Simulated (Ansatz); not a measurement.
`N#[C][GeH]([F])[Cl]` + `C=C(O)NC` → `C[NH][GeH]([F])[Cl]` + `C=C(O)C#N`  (formal exchange of groups at a Ge–C bond)

Isolated molecules relaxed with PBE0-D4/def2-TZVP in Ansatz; ΔE leaves out vibrations. CCSD(T)/CBS is the MP2 limit (def2-TZVPP, def2-QZVPP) plus CCSD(T) − MP2 in def2-TZVPP, frozen cores. Functionals use def2-TZVPP. For Ge outer-core shells are correlated without core-valence functions, which leaves a few kJ/mol of doubt a bond. Scalar relativity is left out up to krypton. One conformer a species, not always the lowest.

```csv
level,ΔE (kJ/mol),difference from CCSD(T)/CBS
r2SCAN-D4,-16.9,0.9
B97M-V,-15.9,1.9
PBE0-D4,-14.3,3.5
BHLYP-D4,-13.3,4.5
PBE-QIDH,-11.1,6.7
r2SCANh,-15.0,2.8
r2SCAN0,-12.7,5.1
BHLYP,-12.5,5.3
SCS-MP2/def2-TZVPP,-14.6,3.2
HF/CBS(def2),-8.8,9.0
CCSD(T)/CBS,-17.8,0
```

Largest T1 diagnostic among the species: 0.014.

From r2SCAN to r2SCAN0 (25 % exact exchange), in def2-TZVPP and without D4, ΔE moves by +4.2 kJ/mol. At CCSD(T), def2-SVP lies +5.7 kJ/mol from the extrapolated value and def2-TZVPP +3.4 kJ/mol. In def2-TZVPP, CCSD(T) changes the Hartree–Fock value by −6.3 kJ/mol (the triples alone add −1.6 kJ/mol) and MP2 by −5.3 kJ/mol.
